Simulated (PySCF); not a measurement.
Gas-phase reaction: GaI + GaH3 = 2 GaH + HI

Energies from PySCF (xtb for GFN2), thermal terms from the rigid-rotor harmonic-oscillator model, ideal gas at 1 bar. † marks an energy on the PBE0/def2-TZVP geometry and frequencies; other levels use their own. MP2 and CCSD(T) freeze the core. All species are closed-shell singlets. B3LYP is the form with VWN-RPA correlation. I: scalar-relativistic def2 core potential, no spin-orbit coupling. Ga: all electrons, no relativistic terms. GaH3, GaH: computed as isolated molecules; such fragments, hydroxides, amides, oligomers or adducts are transient or little studied in the gas. MP2 isn't extrapolated to the basis-set limit. CCSD(T) isn't extrapolated to the basis-set limit.

```csv
level,"ΔH°(298 K), kJ"
B3LYP/def2-TZVP†,255
CCSD(T)/def2-TZVPP†,[?]
GFN2-xTB,210
HF/def2-TZVP†,[?]
M06-2X/def2-TZVP†,[?]
MP2/def2-TZVPP†,300
PBE/def2-SVP,276
PBE/def2-TZVP†,[?]
PBE0/def2-SVP†,286
LDA/def2-TZVP†,306
ωB97M-V/def2-TZVP†,268
```

Q: Complete the blanks.

A: 
- CCSD(T)/def2-TZVPP†, ΔH°(298 K), kJ: 272
- HF/def2-TZVP†, ΔH°(298 K), kJ: 260
- M06-2X/def2-TZVP†, ΔH°(298 K), kJ: 277
- PBE/def2-TZVP†, ΔH°(298 K), kJ: 271
